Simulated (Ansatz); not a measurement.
`NC1C[SiH2]1` from Hartree–Fock to CCSD(T)

```xyz
11

N     0.455   -0.678   -1.388
C    -0.344    0.093   -0.476
C    -0.513   -0.540    0.917
Si    0.515    0.996    0.907
H     0.819   -0.106   -2.138
H    -0.082   -1.434   -1.800
H    -1.265    0.545   -0.855
H    -1.511   -0.532    1.344
H     0.009   -1.483    1.044
H    -0.067    2.257    1.414
H     1.982    0.882    1.032
```

Charge 0, multiplicity 1. All single points use the PBE0-D4/def2-TZVP geometry. It is one conformer, not always the lowest. Frozen core, restricted reference, Ansatz. CBS rows extrapolate triple and quadruple zeta; past MP2 they add the triple-zeta difference.

```tsv
basis	HF (Eh)	MP2 corr.
def2-SVP	-422.94014	-0.55148
def2-TZVPP	-423.19516	-0.68100
def2-QZVPP	-423.21064	-0.72660
```

Task: Estimate the CCSD correlation energy and the (T) correction in each basis where they were run (hartree).

Result: 
```csv
basis,CCSD corr.,(T)
def2-SVP,-0.60068,-0.01876
def2-TZVPP,-0.72148,-0.03008
CBS(def2),-0.80086,as TZ
```
